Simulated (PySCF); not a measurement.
## GaCl + HCl → GaH + Cl₂

Level: B3LYP in the def2-SVP basis family, all electrons, no relativity, computed in PySCF with density fitting; open shells unrestricted.

| species | state and structure | E (Eh) | ZPE (kJ/mol) | H(298 K) − H(0) (kJ/mol) | S° (J/(mol K)) |
| --- | --- | --- | --- | --- | --- |
| GaCl | singlet, C∞v, Ga–Cl 2.233 Å | -2384.79378 | 2.2 | 9.6 | 240.0 |
| HCl | singlet, C∞v, H–Cl 1.290 Å | -460.67010 | 17.7 | 8.7 | 186.8 |
| GaH | singlet, C∞v, Ga–H 1.692 Å | -1925.22379 | 9.4 | 8.7 | 199.7 |
| Cl₂ | singlet, D∞h, Cl–Cl 2.056 Å | -920.09345 | 3.0 | 9.3 | 223.8 |

What is the electronic reaction energy?

At B3LYP/def2-SVP, ΔE = 385.0 kJ/mol from the differences of the total energies times 2625.5, uphill. 

Add zero-point, thermal and entropy terms for 298.15 K and 1 bar.

ΔZPE = -7.5 and Δ[H(298) − H(0)] = -0.3 kJ/mol give ΔH° = 377.2 kJ/mol. ΔS° = -3.3 J/(mol K), so ΔG° = 377.2 − 298.15 × (-0.0033) = 378 kJ/mol.

Each species is the lowest minimum found with this bonding; other isomers or fragments can lie lower.
